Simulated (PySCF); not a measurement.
Compound: 4-(dimethylamino)benzonitrile, C9H10N2.
Bonds: C1–N2, N2–C3, N2–C4, C4–C5 (aromatic), C5–C6 (aromatic), C6–C7 (aromatic), C7–C8, C8–N9 (triple), C7–C10 (aromatic), C10–C11 (aromatic), C4–C11 (aromatic). Hydrogens: H12, H13, H14 on C1; H15, H16, H17 on C3; H18 on C5; H19 on C6; H20 on C10; H21 on C11.

Computed by this run: PBE0-D3(BJ)/def2-SVP geometry optimisation, gas phase (PySCF 2.14.0); density fitting, grid level 2; the optimiser is geomeTRIC in internal coordinates, started from a GFN2-xTB structure.

Step 0: E = -12452.1744 eV
```
atom  x, y, z in Å  |  force x, y, z in eV/Å
C1     -2.3542    0.6739   -0.9410    0.400  -0.146   0.251
N2     -1.5613    0.1685    0.1523   -0.362   0.037   0.035
C3     -2.2186   -0.1843    1.3864    0.366   0.065  -0.327
C4     -0.2107    0.0235    0.0204   -0.322   0.038   0.031
C5      0.5775   -0.4712    1.0755   -0.060  -0.018   0.075
C6      1.9380   -0.6162    0.9423    0.009   0.050  -0.139
C7      2.5779   -0.2741   -0.2511   -0.307   0.031   0.030
C8      3.9706   -0.4231   -0.3867   -0.725   0.078   0.071
N9      5.1074   -0.5448   -0.4971    1.620  -0.173  -0.158
C10     1.8080    0.2181   -1.3074    0.025  -0.053   0.133
C11     0.4474    0.3635   -1.1756   -0.069   0.031  -0.062
H12    -3.3989    0.7167   -0.6434   -0.297   0.009   0.093
H13    -2.2774    0.0253   -1.8192   -0.018  -0.126  -0.329
H14    -2.0404    1.6835   -1.2239    0.043   0.305  -0.176
H15    -3.2858    0.0021    1.2962   -0.307   0.057  -0.033
H16    -1.8391    0.4123    2.2216    0.073   0.120   0.326
H17    -2.0777   -1.2438    1.6214    0.011  -0.313   0.170
H18     0.1235   -0.7469    2.0127   -0.212  -0.109   0.385
H19     2.5227   -0.9982    1.7664    0.213  -0.150   0.328
H20     2.2915    0.4856   -2.2357    0.171   0.108  -0.364
H21    -0.1095    0.7466   -2.0144   -0.252   0.158  -0.339
```

**Question.** Estimate the geometry and energy of step 1. (The exact step hangs on the optimiser's Hessian estimate; all steps are aligned on step 0, rigid shifts and turns removed.)

**Answer.** E = -12452.2298 eV, largest force 0.113 eV/Å
```
atom  x, y, z in Å  |  force x, y, z in eV/Å
C1     -2.3539    0.6766   -0.9444   -0.092   0.032  -0.058
N2     -1.5754    0.1696    0.1536    0.094  -0.008  -0.009
C3     -2.2185   -0.1871    1.3896   -0.083  -0.014   0.074
C4     -0.2215    0.0249    0.0216    0.013  -0.003  -0.002
C5      0.5727   -0.4719    1.0829   -0.045  -0.006   0.036
C6      1.9411   -0.6163    0.9446    0.054  -0.035   0.076
C7      2.5889   -0.2755   -0.2522    0.000   0.000   0.001
C8      4.0013   -0.4265   -0.3898   -0.019   0.002   0.002
N9      5.1500   -0.5494   -0.5017    0.028  -0.003  -0.003
C10     1.8106    0.2175   -1.3102    0.041   0.025  -0.086
C11     0.4415    0.3656   -1.1819   -0.047   0.017  -0.026
H12    -3.4100    0.7227   -0.6490    0.034  -0.001  -0.013
H13    -2.2845    0.0315   -1.8396    0.004   0.010   0.027
H14    -2.0446    1.6957   -1.2409    0.000  -0.025   0.015
H15    -3.2970   -0.0019    1.3037    0.035  -0.007   0.006
H16    -1.8437    0.4077    2.2429   -0.004  -0.010  -0.027
H17    -2.0813   -1.2553    1.6398    0.002   0.025  -0.015
H18     0.1134   -0.7497    2.0312    0.010   0.006  -0.020
H19     2.5287   -1.0025    1.7812   -0.020   0.014  -0.029
H20     2.2952    0.4890   -2.2514   -0.017  -0.010   0.034
H21    -0.1218    0.7524   -2.0306    0.012  -0.008   0.018
```

The energy changes by -0.0554 eV. The first-order estimate −F·Δx gives -0.1157 eV and the mean of the old and new forces, exact on a quadratic surface, -0.0560 eV. The step makes an angle of 55° with the force vector and moves no atom by more than 0.043 Å.

The cost below is that of the whole optimisation. On one thread of an Arm Neoverse V1, shared host with 32 logical CPUs at a one-minute load of 21, this took 2.0 min and 0.94 GiB of memory at its peak.
